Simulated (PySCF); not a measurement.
Computed shifts of a molecule C4H5F, PBE/pcSseg-1 (PySCF), GIAO, gas phase, equivalent atoms averaged, in ppm (number of nuclei): ¹³C: 165.6 (1), 138.7 (1), 124.0 (1), 122.6 (1). ¹⁹F: -125.5 (1). ¹H: 7.34 (1), 6.50 (1), 6.39 (1), 5.69 (1), 5.55 (1). References: ¹³C against TMS (σ = 182.0 ppm); ¹⁹F against CFCl3 (σ = 133.6 ppm); ¹H against TMS (σ = 31.49 ppm), references at their B3LYP-D3(BJ)/def2-TZVP geometries, non-relativistic. The structure is a stationary point at r2SCAN-D4/def2-SVP. Other conformers were not sampled.

Problem. Which structure fits?
A) CC=C=CF
B) C=C/C=C/F
C) C#C[C@H](C)F
D) FC1=CCC1

Solution. B, C=C/C=C/F
